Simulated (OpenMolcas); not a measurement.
## Ni3+ in a point-charge field

Ni3+ among 6 point charges of -2 e arranged as an octahedron (Oh), 1.82 Å from the ion.

```
Program             : OpenMolcas
Method              : CASSCF
Basis               : ANO-RCC-VTZP [6s5p3d2f1g]
Scalar Hamiltonian  : DKH2, point nucleus
Active space        : 7 electrons in 5 orbitals (3d)
State averaging     : 2S+1 = 4 even, 10 roots; 2S+1 = 2 even, 40 roots
Spin-orbit coupling : state interaction with AMFI integrals over the reference wave functions
```

The lowest spin-free states (labels of O, the rotations of Oh), above the lowest:

```csv
State,Degeneracy,E (cm-1),Free-ion L (%)
4T1,3,0.0,F (100)
4T2,3,3113,F (100)
4A2,1,6920,F (100)
2E,2,21660,G (77)
2T2,3,23251,G (96)
2T1,3,23328,G (88)
4T1,3,23926,P (100)
2A1,1,24615,G (100)
2T1,3,29867,P (68)
2T1,3,30741,H (93)
2T2,3,31152,H (83)
2E,2,31872,H (86)
2T1,3,33829,H (65)
2E,2,34269,D (91)
2T2,3,34886,D (83)
2T1,3,52533,F (99)
2T2,3,52556,F (99)
2A2,1,53115,F (100)
2E,2,81325,D (100)
2T2,3,81473,D (99)
```

The lowest levels with spin-orbit coupling:

```
E (cm-1)  Degeneracy  Label      2S+1               g
     0.0           2     Γ6         4  4.73 4.73 4.73
   430.4           4     Γ8         4                
    1163           4     Γ8         4                
    1468           2     Γ7         4  0.33 0.33 0.33
    3955           2     Γ6         4  2.74 2.74 2.74
    4054           4     Γ8         4                
    4268           4     Γ8         4                
    4448           2     Γ7         4  2.33 2.33 2.33
    8108           4     Γ8         4                
   22415           4     Γ8         2                
   23679           4     Γ8         2                
   24491           2     Γ7         4  2.29 2.29 2.29
   24522           2     Γ6         2  1.61 1.61 1.61
   24524           4     Γ8  4 (76 %)                
   24547           4     Γ8  2 (72 %)                
   24817           2     Γ7         2  2.07 2.07 2.07
   24871           4     Γ8         4                
   25410           2     Γ6         4  2.62 2.62 2.62
   25655           2     Γ6         2  0.20 0.20 0.20
   30572           4     Γ8         2
```

Powder χT (cm3 K/mol): 2.12 at 2 K, 2.19 at 10 K, 2.57 at 50 K, 3.03 at 100 K, 3.71 at 200 K, 4.03 at 300 K. The effective moment at 300 K is 2.828 √(χT) = 5.68 μB.

The lowest level has 2S+1 = 4, for which the spin-only value is χT = S(S+1) / 2 = 1.875 cm3 K/mol (g = 2). The computed 4.032 at 300 K differs by +2.157, through orbital momentum, spin-orbit coupling and any other state in reach. With a threefold ground state the orbital momentum is unquenched, so the spin-only value is not expected to hold.

A least-squares ligand-field fit to the states below 45000 cm-1, each weighted by its degeneracy and with a free common offset, gives 10Dq = 3490 cm-1, B = 1432 cm-1 and C = 5324 cm-1 (C/B = 3.72), with an rms deviation of 129 cm-1.

An orbital triplet at a regular site is open to Jahn-Teller coupling, which can distort the site and quench the lowest spin-orbit gaps and is left out. Without dynamic correlation the repulsion within the d shell is too large (B by tens of per cent), so at a given field states of lower spin stand too high. Point charges give a weaker field than real ligands, and real ions of this kind are often low spin; the high spin found here belongs to the model. This field is weak: 10Dq is about 3490 cm-1, while octahedral complexes of 3d ions of charge 3 and more, computed by the same method with explicit ligands, had a median near 15000 cm-1. Ground spin and moment need not be those of a real site. Point charges carry no covalency, so the field is a model and not that of real ligands. No measured value stands beside these numbers.
